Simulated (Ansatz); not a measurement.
In₉As₁₀H₂₈⁺, a nanocrystal cut from zinc blende InAs (hydrogen-capped). Charge 1, multiplicity 1. Geometry PBE-D4/def2-SVP, basis def2-TZVP, Ansatz.

| atom | x (Å) | y (Å) | z (Å) |
| --- | --- | --- | --- |
| As1 | -2.0300 | 3.9376 | 0.2737 |
| As2 | 0.4021 | 2.9470 | -3.2967 |
| As3 | -1.5135 | 1.7815 | 3.7772 |
| As4 | 0.7627 | 0.6753 | 0.3212 |
| As5 | 1.3456 | -1.6039 | 3.9155 |
| As6 | -2.3288 | -1.9268 | 1.4648 |
| As7 | 3.6114 | -2.5230 | 0.5700 |
| As8 | -2.7626 | 0.1562 | -1.9128 |
| As9 | -0.1529 | -2.8585 | -1.7534 |
| As10 | 3.0955 | -0.1992 | -3.1743 |
| In11 | -2.6325 | 4.1930 | 2.9718 |
| In12 | -0.9993 | 1.9558 | -1.2262 |
| In13 | 2.5289 | 1.9817 | -4.7989 |
| In14 | -4.1521 | -0.1692 | 0.4245 |
| In15 | -0.5110 | -0.3284 | 2.4443 |
| In16 | 1.8498 | -1.3271 | -1.0732 |
| In17 | 3.5994 | -3.0998 | 3.2877 |
| In18 | -0.8129 | -4.0467 | 0.6232 |
| In19 | -1.3631 | -1.3698 | -3.7062 |
| H20 | -3.2926 | 4.2963 | -0.5098 |
| H21 | -1.2250 | 5.1694 | -0.1483 |
| H22 | 0.7348 | 4.3752 | -2.8621 |
| H23 | -0.7077 | 3.3327 | -4.2733 |
| H24 | -0.4502 | 2.0834 | 4.8344 |
| H25 | -2.5019 | 1.1135 | 4.7321 |
| H26 | 1.8506 | 1.6466 | 0.7779 |
| H27 | 1.7371 | -0.5811 | 4.9839 |
| H28 | 0.4746 | -2.4639 | 4.8303 |
| H29 | -2.9094 | -2.3608 | 2.8150 |
| H30 | 4.9483 | -1.8636 | 0.2297 |
| H31 | 3.8866 | -3.8312 | -0.1688 |
| H32 | -3.6253 | 1.0917 | -2.7666 |
| H33 | 0.6863 | -3.8989 | -2.5028 |
| H34 | 4.5532 | -0.0863 | -2.7243 |
| H35 | 3.3050 | -1.4027 | -4.0921 |
| H36 | -1.4865 | 5.3613 | 3.5248 |
| H37 | -4.3271 | 3.9140 | 3.0517 |
| H38 | 3.8042 | 3.0883 | -4.4341 |
| H39 | 1.7810 | 1.2898 | -6.1846 |
| H40 | -3.7961 | 1.3190 | 1.2912 |
| H41 | -5.6547 | -0.9665 | 0.1317 |
| H42 | 3.0548 | -4.7295 | 3.3660 |
| H43 | 4.8969 | -2.1385 | 3.9009 |
| H44 | 0.6566 | -3.8704 | 1.5709 |
| H45 | -1.8105 | -5.4269 | 0.3435 |
| H46 | -0.0787 | -0.2850 | -4.2191 |
| H47 | -2.4409 | -2.3512 | -4.6303 |

| run | HOMO (eV) | LUMO (eV) |
| --- | --- | --- |
| A | -9.47 | -4.46 |
| B | -9.32 | -4.53 |
| C | -8.63 | -5.05 |
| D | -8.40 | -5.21 |

In the def2 sets In takes a core potential; there is no spin–orbit coupling. Single mean-field runs in def2-TZVP are fitted with def2-universal-jkfit.

Task: The runs used PBE, PBE0, r2SCAN, r2SCAN0. Estimate which is which.

Result: A r2SCAN0 (25 % exact exchange); B PBE0 (25 % exact exchange); C r2SCAN (0 % exact exchange); D PBE (0 % exact exchange). Exact exchange lowers occupied and raises empty levels; among semilocal functionals meta-GGAs tend to open the gap a little, and such runs are hard to tell apart. The gap grows from 3.19 eV (PBE) to 5.01 eV (r2SCAN0).
